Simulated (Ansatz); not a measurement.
Ideal-gas functions of CCl₂FGeN (`N#[C][Ge]([F])([Cl])[Cl]`) at 298.15 K and 1 bar, from an Ansatz frequency run at PBE0-D4/def2-TZVP.

Molar mass 188.53 g/mol, point group Cs (symmetry number 1), electronic degeneracy 1, moments of inertia 311.137, 320.903, 440.305 u Å². Harmonic wavenumbers (cm⁻¹, unscaled): 95, 108, 147, 199, 205, 341, 343, 435, 486, 519, 749, 2346.

Use S(trans) = R[1.5 ln M + 2.5 ln T − 1.1517]; rotational temperatures θ = 24.2544 K / I; S(rot) = R[ln(√π/σ · √(T³/θAθBθC)) + 1.5]; for each mode x = 1.438777 ν̃/T, S = R[x/(eˣ − 1) − ln(1 − e⁻ˣ)] and H = RT x/(eˣ − 1); 1 cm⁻¹ = 0.0119627 kJ/mol; R = 8.31446 J/(mol·K).

Q: By hand: the entropy, in J/(mol·K).

A: Translation 174.2. Rotation: θ = 0.078, 0.0756, 0.0551 K, giving 121.7. Vibration, mode by mode: 14.87, 13.83, 11.34, 8.96, 8.74, 5.05, 5.01, 3.52, 2.90, 2.56, 1.06, 0.00, in all 77.9. Electronic 0.0. Sum 373.8 J/(mol·K).

Q: By hand: H − E and G − E in kJ/mol, counted from the electronic energy.

A: Zero-point energy ½ × 5973 × 0.0119627 = 35.7; thermal vibration 12.6; translation, rotation and pV give 4 RT = 9.9. H − E = 58.2 kJ/mol, and G − E = 58.2 − 298.15 × 373.8/1000 = -53.2 kJ/mol.

Vibration gives 21 % of the entropy, 40.0 J/(mol·K) of it from the modes under 150 cm⁻¹: soft modes count most, and the harmonic formula is weakest for them.
